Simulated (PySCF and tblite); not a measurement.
Values are calculated unless marked as measured or tabulated.
## Conformers and averaged properties: C9H12, numbered as in [CH:1]#[C:2][C@H:3]1[CH2:4][C@@H:5]2[CH2:6][CH2:7][C@@H:8]2[CH2:9]1

Free energies: PBE0-D3(BJ)/pcSseg-1 on GFN2-xTB structures plus GFN2-xTB thermal terms, symmetry and mirror images included. Conformers within 2.5 kcal/mol (GFN2-xTB free energy) were kept, 2 at most. GIAO shieldings: PBE0/pcSseg-1. Couplings: B3LYP/6-31G* with pcJ-1 on H (gas phase; spin-dipole term only for pairs with B, N, F, Si or P). Couplings are for ¹H. H–H couplings come out 0.1 to 0.9 Hz lower than with pcJ-1 on all atoms. Shifts are against TMS (¹H), TMS (¹³C) at the same level; of two unlike H on one atom, a is the less shielded. Run with PySCF (density fitting) and tblite.

The 4-ring runs over atoms 5–6–7–8. The 5-ring runs over atoms 3–4–5–8–9.

| conformer | shape | symmetry | E(GFN2) kcal/mol | E(DFT) kcal/mol | G(298.15 K) kcal/mol | weight % | dipole D |
| --- | --- | --- | --- | --- | --- | --- | --- |
| 1 | 4-ring flat; 5-ring envelope (ring torsions -23, 0, 23, -37, 37°) | Cs | 0.00 | 0.00 | 0.00 | 98.9 | 0.98 |
| 2 | 4-ring flat; 5-ring envelope (ring torsions 22, 1, -24, 37, -37°) | Cs | 2.09 | 2.92 | 2.66 | 1.1 | 0.67 |

Weights (%) against temperature:

```csv
T (K),1,2,S(mix) cal/mol/K
250,99.5,0.5,0.06
298.15,98.9,1.1,0.12
350,97.8,2.2,0.21
```

Averaged shifts at 298.15 K. ¹H: 2.96 (H3, 1H), 2.69 (H5/H8, 2H), 2.23 (H6a/H7a, 2H), 1.83 (H4a/H9a, 2H), 1.76 (H4b/H9b, 2H), 1.49 (H1, 1H), 1.31 (H6b/H7b, 2H) ppm. ¹³C: 92.6 (C2), 74.9 (C1), 46.1 (C4/C9), 39.3 (C5/C8), 29.9 (C3), 25.1 (C6/C7) ppm.

Averaged couplings (Hz): ³J(H3,H4b) 12.0, ³J(H3,H4a) 7.4, ²J(H4b,H4a) -13.6, ³J(H4b,H5) 8.6, ³J(H4a,H5) 0.3, ³J(H5,H6a) 10.8, ³J(H5,H6b) 4.3, ³J(H5,H8) 8.0, ²J(H6a,H6b) -13.7, ³J(H6a,H7b) 6.1, ³J(H6a,H7a) 12.8, ³J(H6b,H7b) 11.7.

Coordinates of conformer 1 (Å):

```xyz
21

C     3.752    0.035   -0.072
C     2.565    0.173    0.005
C     1.127    0.302    0.092
C     0.413   -0.140   -1.197
C    -1.013   -0.446   -0.753
C    -1.893    0.785   -0.467
C    -1.829    0.488    1.039
C    -0.948   -0.744    0.763
C     0.514   -0.606    1.172
H     4.793   -0.073   -0.137
H     0.880    1.347    0.308
H     0.889   -1.043   -1.583
H     0.452    0.626   -1.972
H    -1.486   -1.200   -1.380
H    -2.893    0.724   -0.892
H    -1.447    1.733   -0.765
H    -1.347    1.258    1.638
H    -2.793    0.253    1.487
H    -1.379   -1.688    1.095
H     1.006   -1.580    1.148
H     0.629   -0.188    2.172
```

Coordinates of conformer 2 (Å):

```xyz
21

C     3.276    0.203   -0.988
C     2.366   -0.311   -0.406
C     1.252   -0.924    0.292
C     0.620    0.070    1.283
C    -0.303    0.927    0.418
C    -1.801    0.944    0.775
C    -2.117    0.141   -0.496
C    -0.620    0.101   -0.848
C     0.107   -1.234   -0.688
H     4.077    0.649   -1.497
H     1.612   -1.827    0.796
H     1.377    0.660    1.799
H     0.045   -0.481    2.029
H     0.123    1.913    0.234
H    -2.243    1.937    0.800
H    -2.044    0.432    1.705
H    -2.566   -0.836   -0.320
H    -2.728    0.677   -1.219
H    -0.367    0.580   -1.794
H     0.480   -1.625   -1.633
H    -0.555   -1.980   -0.243
```

GFN2-xTB leaves a saturated small ring flat here that puckers in reality. Shifts are unscaled: against experiment ¹³C can be off by 15 ppm or more and ¹H by 0.8 ppm.

Search and properties took 2.4 min on 1 thread of Intel Xeon 6975P-C, shared host (rough), launched as `OMP_NUM_THREADS=1 python ens_run.py task.json out`.
